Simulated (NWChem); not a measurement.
# C4H3NS; SMILES C#C[C@@H]1N=CS1

```xyz
9

C     -0.2585    -2.7138     0.3397
C     -0.0251    -1.5881    -0.0770
C      0.2529    -0.2692    -0.5900
N      1.4161     0.4340    -0.0248
C      0.7373     1.4449     0.4140
S     -0.9536     1.1158     0.0082
H     -0.4597    -3.7075     0.7155
H      0.2605    -0.2403    -1.7008
H      1.1361     2.3401     0.9258
```
Atoms are numbered in this order, from 1.

Results from NWChem. Geometry: optimised at PBE-D3(BJ)/def2-SVP. Level: B3LYP/def2-SVP with SMD (1 M gas to 1 M solution), gas-phase geometry.

```csv
solvent,dielectric constant,solvation free energy (kcal/mol),cavity-dispersion-structure term (kcal/mol),dipole in solution (D)
water,78.4,-7.1,0.1,1.26
toluene,2.37,-4.4,-0.4,1.12
anisole,4.22,-4.9,0.5,1.18
ethylene glycol,40.2,-4.0,3.0,1.25
```
